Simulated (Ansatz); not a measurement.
Ansatz (a quantum-chemistry and plane-wave program) input (HF/6-31G* with LANL2DZ past Ar): The .json file joins the Basis Set Exchange's 6-31G* for atoms up to Ar and LANL2DZ past it.

Ansatz 0.2 input:
```yaml
crystal:
  periodic: [false, false, false]
  atoms:
    - {symbol: Si, position_ang: [-0.61958300, 0.64186600, 0.77921100]}
    - {symbol: Br, position_ang: [0.66414100, -0.66287500, -0.32448800]}
    - {symbol: F, position_ang: [-1.61897700, 1.57938700, 0.04979200]}
basis:
  gaussian:
    orbitals: 6-31Gs+LANL2DZ.json
hamiltonian:
  xc: {name: HF}
total_charge: 1
magnetization: {spin_polarized: true, initial_magnetization: 1}
relax: {f_tol: 0.003, max_steps: 120}
```

Output:

```
Functional definition: HF
integrals: 0.00 GiB planned
449 factors; integrals over basis functions are off by at most 3.0e-4 eV
mean field: 0.10 GiB planned
mean field evaluation 1: about -10907.3544 eV, gradient 3.5e1 eV
mean field evaluation 2: about -10907.4070 eV, gradient 3.5e1 eV
mean field evaluation 4: about -10912.1001 eV, gradient 2.1e0 eV
mean field evaluation 8: about -10912.1964 eV, gradient 1.6e-1 eV
mean field evaluation 16: about -10912.1975 eV, gradient 2.5e-5 eV
mean field -10912.19750738 eV, -401.0158618432 hartree, gradient 2.5e-5 eV, S^2 0.762937; 0 other end points of the search recorded, 0 dependent functions left out
the calculation of the forces begins
reference -10912.19750738 eV, -401.0158618432 hartree; 15, 14 occupied and 27, 28 virtual orbitals, 449 factors
relax step   1: F+E_penalty+E_count = -10912.19750738 eV  Δ(F+E_penalty+E_count) = +0.000e0 eV  max|allowed force component| = 5.921e-1 eV/Å  Δτ_max = 0.0000 Å  (43 SCF iters, accepted)
these checks for a lower state are left out or cut short: starts, cluster_reference, orbital_swaps, neighbouring_geometries, increment
integrals: 0.00 GiB planned
449 factors; integrals over basis functions are off by at most 3.0e-4 eV
mean field: 0.10 GiB planned
mean field -10912.20549335 eV, -401.0161553222 hartree, gradient 5.4e-5 eV, S^2 0.764079; 0 other end points of the search recorded, 0 dependent functions left out
the calculation of the forces begins
reference -10912.20549335 eV, -401.0161553222 hartree; 15, 14 occupied and 27, 28 virtual orbitals, 449 factors
relax step   2: F+E_penalty+E_count = -10912.20549335 eV  Δ(F+E_penalty+E_count) = -7.986e-3 eV  max|allowed force component| = 2.735e-1 eV/Å  Δτ_max = 0.0254 Å  (43 SCF iters, accepted)
these checks for a lower state are left out or cut short: starts, cluster_reference, orbital_swaps, neighbouring_geometries, increment
integrals: 0.00 GiB planned
449 factors; integrals over basis functions are off by at most 3.0e-4 eV
mean field: 0.10 GiB planned
mean field -10912.20699977 eV, -401.0162106821 hartree, gradient 1.7e-5 eV, S^2 0.764273; 0 other end points of the search recorded, 0 dependent functions left out
the calculation of the forces begins
reference -10912.20699977 eV, -401.0162106821 hartree; 15, 14 occupied and 27, 28 virtual orbitals, 449 factors
relax step   3: F+E_penalty+E_count = -10912.20699977 eV  Δ(F+E_penalty+E_count) = -1.506e-3 eV  max|allowed force component| = 1.003e-1 eV/Å  Δτ_max = 0.0034 Å  (35 SCF iters, accepted)
these checks for a lower state are left out or cut short: starts, cluster_reference, orbital_swaps, neighbouring_geometries, increment
integrals: 0.00 GiB planned
449 factors; integrals over basis functions are off by at most 3.0e-4 eV
mean field: 0.10 GiB planned
mean field evaluation 32: about -10912.1322 eV, gradient 3.5e-1 eV
mean field -10912.20730464 eV, -401.0162218859 hartree, gradient 2.0e-5 eV, S^2 0.764268; 0 other end points of the search recorded, 0 dependent functions left out
the calculation of the forces begins
reference -10912.20730464 eV, -401.0162218859 hartree; 15, 14 occupied and 27, 28 virtual orbitals, 449 factors
relax step   4: F+E_penalty+E_count = -10912.20730464 eV  Δ(F+E_penalty+E_count) = -3.049e-4 eV  max|allowed force component| = 2.156e-3 eV/Å  Δτ_max = 0.0033 Å  (35 SCF iters, accepted)
integrals: 0.00 GiB planned
449 factors; integrals over basis functions are off by at most 3.0e-4 eV
mean field: 0.10 GiB planned
mean field -10912.20730464 eV, -401.0162218859 hartree, gradient 2.0e-5 eV, S^2 0.764268; 1 other end points of the search recorded, 0 dependent functions left out
the calculation of the forces begins
reference -10912.20730464 eV, -401.0162218859 hartree; 15, 14 occupied and 27, 28 virtual orbitals, 449 factors
Total energy: -10912.20730464 eV, -401.0162218859 hartree
Atom 0 at    -0.627298     0.650315     0.798193 Å, force     0.002105    -0.002156    -0.002132 eV/Å
Atom 1 at     0.657419    -0.656803    -0.334138 Å, force    -0.001480     0.001534     0.001870 eV/Å
Atom 2 at    -1.604540     1.564865     0.040461 Å, force    -0.000625     0.000622     0.000262 eV/Å
Dipole moment:    -0.352517     0.382863     0.802091 e Å
```

The dipole moment of an ion depends on the origin.

The geometry given is a B3LYP-D3(BJ)/def2-TZVP minimum.
